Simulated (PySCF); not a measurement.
## Basis-set dependence of population analyses: `CC[CH2][AlH2]`

Species: C3H9Al.
Structure used (PBE0-D3(BJ)/def2-SVP), in Å, numbered top down from 1:
```
atom  x, y, z in Å
C1    -1.3396    0.2556   -1.0384
C2    -0.8558   -0.3539    0.2692
C3     0.6156   -0.7710    0.2173
Al4    1.9034    0.6869   -0.0726
H5    -0.7647    1.1649   -1.2927
H6    -2.3998    0.5478   -0.9930
H7    -1.2235   -0.4519   -1.8757
H8    -1.0076    0.3765    1.0834
H9    -1.4944   -1.2192    0.5217
H10    0.7690   -1.5539   -0.5489
H11    0.9086   -1.2554    1.1707
H12    3.3265    0.4077   -0.7362
H13    1.5580    2.1669    0.4162
```

PBE0 throughout (PySCF), one geometry, spherical d and f functions. One conformer (not necessarily the lowest) at the PBE0-D3(BJ)/def2-SVP geometry, without solvent, vibrations or thermal averaging. Atoms taken as equivalent share a column and are averaged. The first 7 of 8 kinds of atom are listed.

Mulliken charges (e):

```
        basis  functions      C1      C2      C3     Al4  H5/H6/H7   H8/H9  H10/H11
     pcSseg-0         58  -0.641  -0.504  -1.014  +0.993    +0.229  +0.242   +0.253
       6-31G*         78  -0.531  -0.303  -0.592  +0.428    +0.175  +0.171   +0.180
      cc-pVDZ        105  -0.103  -0.075  -0.258  +0.330    +0.047  +0.038   +0.054
     def2-SVP        105  -0.106  -0.063  -0.399  +0.582    +0.043  +0.040   +0.062
6-311+G(2d,p)        170  -0.488  -0.176  -0.714  +0.620    +0.142  +0.133   +0.167
  aug-cc-pVDZ        177  +0.463  +0.540  -0.008  -0.004    -0.152  -0.230   -0.135
    def2-TZVP        184  -0.388  -0.149  -0.442  +0.353    +0.122  +0.105   +0.127
     IGLO-III        239  -0.371  -0.150  -0.608  +0.761    +0.115  +0.115   +0.140
      cc-pVTZ        250  -0.302  -0.156  -0.282  +0.299    +0.098  +0.093   +0.090
```

IAO charges (e):

| basis | functions | C1 | C2 | C3 | Al4 | H5/H6/H7 | H8/H9 | H10/H11 |
| --- | --- | --- | --- | --- | --- | --- | --- | --- |
| pcSseg-0 | 58 | -0.413 | -0.249 | -0.626 | +0.678 | +0.137 | +0.136 | +0.149 |
| 6-31G* | 78 | -0.400 | -0.228 | -0.613 | +0.711 | +0.132 | +0.127 | +0.140 |
| cc-pVDZ | 105 | -0.400 | -0.229 | -0.611 | +0.709 | +0.132 | +0.127 | +0.141 |
| def2-SVP | 105 | -0.390 | -0.224 | -0.612 | +0.733 | +0.129 | +0.124 | +0.138 |
| 6-311+G(2d,p) | 170 | -0.413 | -0.237 | -0.630 | +0.738 | +0.136 | +0.131 | +0.144 |
| aug-cc-pVDZ | 177 | -0.411 | -0.235 | -0.620 | +0.717 | +0.136 | +0.130 | +0.143 |
| def2-TZVP | 184 | -0.413 | -0.237 | -0.632 | +0.742 | +0.136 | +0.131 | +0.144 |
| IGLO-III | 239 | -0.414 | -0.238 | -0.632 | +0.744 | +0.137 | +0.132 | +0.144 |
| cc-pVTZ | 250 | -0.414 | -0.237 | -0.630 | +0.734 | +0.137 | +0.131 | +0.144 |

Hirshfeld charges (e):

| basis | functions | C1 | C2 | C3 | Al4 | H5/H6/H7 | H8/H9 | H10/H11 |
| --- | --- | --- | --- | --- | --- | --- | --- | --- |
| pcSseg-0 | 58 | -0.100 | -0.051 | -0.205 | +0.502 | +0.033 | +0.026 | +0.025 |
| 6-31G* | 78 | -0.097 | -0.052 | -0.207 | +0.463 | +0.034 | +0.031 | +0.032 |
| cc-pVDZ | 105 | -0.107 | -0.061 | -0.210 | +0.490 | +0.036 | +0.033 | +0.030 |
| def2-SVP | 105 | -0.110 | -0.062 | -0.214 | +0.501 | +0.037 | +0.033 | +0.030 |
| 6-311+G(2d,p) | 170 | -0.114 | -0.076 | -0.220 | +0.509 | +0.039 | +0.036 | +0.031 |
| aug-cc-pVDZ | 177 | -0.121 | -0.079 | -0.225 | +0.510 | +0.040 | +0.038 | +0.033 |
| def2-TZVP | 184 | -0.117 | -0.074 | -0.221 | +0.502 | +0.039 | +0.036 | +0.032 |
| IGLO-III | 239 | -0.122 | -0.078 | -0.222 | +0.505 | +0.040 | +0.037 | +0.032 |
| cc-pVTZ | 250 | -0.117 | -0.072 | -0.220 | +0.501 | +0.039 | +0.036 | +0.032 |

Some averages cover members that differ in this geometry, most widely: H8/H9, Mulliken in aug-cc-pVDZ -0.247 to -0.212; H5/H6/H7, Mulliken in IGLO-III +0.098 to +0.124 e.

Q: Which scheme is steadiest as the basis changes?

A: Largest range over the bases for any column: Hirshfeld 0.05 e, IAO 0.07 e, Mulliken 1.10 e. Hirshfeld charges move least and Mulliken charges most, counted in e.

Q: How much do the charges still move between the two largest bases, IGLO-III and cc-pVTZ?

A: At most, over all atoms: Mulliken 0.462 e, IAO 0.010 e, Hirshfeld 0.005 e.

Q: What do the same runs give for the total energy, the frontier levels and the dipole moment?

A: 
```
        basis  energy (Eh)  HOMO (eV)  LUMO (eV)  μ (D)
     pcSseg-0    -361.3358      -7.73      -1.43   0.90
       6-31G*    -361.8556      -7.37      -1.20   0.92
      cc-pVDZ    -361.8766      -7.45      -1.26   0.95
     def2-SVP    -361.7146      -7.50      -1.25   0.92
6-311+G(2d,p)    -361.9153      -7.51      -1.32   0.93
  aug-cc-pVDZ    -361.8844      -7.50      -1.35   0.96
    def2-TZVP    -361.9250      -7.50      -1.27   0.96
     IGLO-III    -361.9302      -7.50      -1.23   0.93
      cc-pVTZ    -361.9257      -7.49      -1.28   0.96
```
